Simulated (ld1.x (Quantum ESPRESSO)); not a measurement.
# Configuration tests for Ir (Z = 77) (RRKJ)

* Element: Ir
* Generator: ld1.x (Quantum ESPRESSO) 7.5
* Type: norm-conserving RRKJ (Kleinman–Bylander form)
* Functional: BP86
* Relativity: fully relativistic
* Frozen core: [Xe] 4f14
* Valence charge: 9
* Reference configuration: 5d7 6s2 6p0
* Partial waves: 6s (bound): rc 2.35 bohr; 5d (bound): rc 1.55 bohr; 6p (bound, empty): rc 3.50 bohr
* Local potential: the p channel
* Core correction: none
* rho0: 0.005

Open shells are filled in proportion to 2j + 1 (rel_dist='average').

Energies are relative to the spin-unpolarised reference configuration 5d7 6s2 6p0; without spin polarisation the order of configurations can differ from experiment. The p channel is local and has no spin–orbit splitting in the pseudo-atom.

```csv
valence configuration,charge,ΔE all-electron (eV),error AE − PS (meV)
5d7 6s1 6p0,+1,10.072,-2.4
5d8 6s0 6p0,+1,8.856,-105
5d8 6s1 6p0,0,-0.305,-75
5d7.5 6s1.5 6p0,0,-0.271,-19
5d6 6s2 6p1,0,7.105,-127
```

**Question.** What are ΔE and the potential's error for 5d7 6s0 6p0?

**Answer.** ΔE = 27.718 eV all-electron; the error (AE − PS) is -21 meV.

**Question.** What are ΔE and the potential's error for 5d6 6s0 6p0?

**Answer.** ΔE = 58.377 eV all-electron; the error (AE − PS) is -161 meV.

ld1.x printed “convergence not achieved” for 4 of the counted tests; their residual had stalled under 1e-8, short of the target of 1e-14.
